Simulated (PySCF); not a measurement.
Compound: C₆H₃Cl₂O₂ (doublet state).
Numbering: `[CH:1]#[C:2][CH:3][C:4]([C:5](=[O:6])[OH:7])=[C:8]([Cl:9])[Cl:10]` (hydrogens: H11 on C1; H12 on C3; H13 on O7)

Cartesian coordinates in Å at the GFN2-xTB level; atoms count from 1:
```
atom  x, y, z in Å
C1     2.8371    0.0787   -0.5526
C2     1.7068   -0.3503   -0.5695
C3     0.4385   -0.8976   -0.6123
C4    -0.6772   -0.3505    0.0177
C5    -0.5224    0.9216    0.7965
O6    -0.9597    1.1110    1.8983
O7     0.1750    1.8365    0.1235
C8    -1.9231   -0.9474   -0.0015
Cl9   -3.2972   -0.2600    0.7334
Cl10  -2.2093   -2.4165   -0.8261
H11    3.8116    0.4663   -0.5363
H12    0.3278   -1.8282   -1.1504
H13    0.2878    2.6369    0.6614
```

The hyperfine couplings belong to this conformer and change with its torsions.

Method used: UKS B3LYP, pcH-1 on C Cl H O, non-relativistic, mean-field spin-orbit, GIAO (PySCF). The structure is a single GFN2-xTB conformer in the gas phase; no vibrational or solvent corrections. A GFN2-xTB geometry isn't a minimum of the functional, and hyperfine couplings can be far from their values at a DFT geometry. The frame is twisted about the C4–C5 bond at this geometry (dihedral C8–C4–C5–O6 = 45°); couplings at other torsion angles weren't computed. Stability of the SCF solution: not tested. ⟨S²⟩ is 0.784 where a pure state has 0.75.

(1) Where do the isotropic ENDOR lines of H12, H11, H13 and Cl9 fall at 335.2 mT, to first order?

(2) Which pairs are centred on the nuclear Larmor frequency, and which on half the coupling?

Answers

(1) ν± = |νn ± a/2|, one line for each electron-spin manifold; νn = |g_N| × 7.62259 MHz/T × B.

```json
{"nuclei": "H12", "isotope": "1H", "g_N": "5.5857", "νn (MHz)": "14.27", "a_iso (MHz)": "-37.01", "lower line (MHz)": "4.23", "upper line (MHz)": "32.78"}
{"nuclei": "H11", "isotope": "1H", "g_N": "5.5857", "νn (MHz)": "14.27", "a_iso (MHz)": "-27.90", "lower line (MHz)": "0.32", "upper line (MHz)": "28.22"}
{"nuclei": "H13", "isotope": "1H", "g_N": "5.5857", "νn (MHz)": "14.27", "a_iso (MHz)": "-0.93", "lower line (MHz)": "13.81", "upper line (MHz)": "14.74"}
{"nuclei": "Cl9", "isotope": "35Cl", "g_N": "0.5479", "νn (MHz)": "1.40", "a_iso (MHz)": "4.15", "lower line (MHz)": "0.68", "upper line (MHz)": "3.48"}
```

(2) Centred on νn, since |a| < 2νn: H11 and H13. Centred on |a|/2 and split by 2νn: H12 and Cl9.

Couplings of abundant isotopes left out: Cl10 (2.7 MHz).

Main isotope only: 35Cl (natural samples also hold 24 % 37Cl, magnetic too, which adds its own pattern).

The Mulliken spin populations are largest on C3 (+0.53), C8 (+0.45), C1 (+0.37) and C4 (-0.22). Three atoms exceed +0.15. The positive populations add up to 1.46 and the negative ones to -0.46, together 2S = 1. The angles at C3 add up to 360.0°, so it is planar.
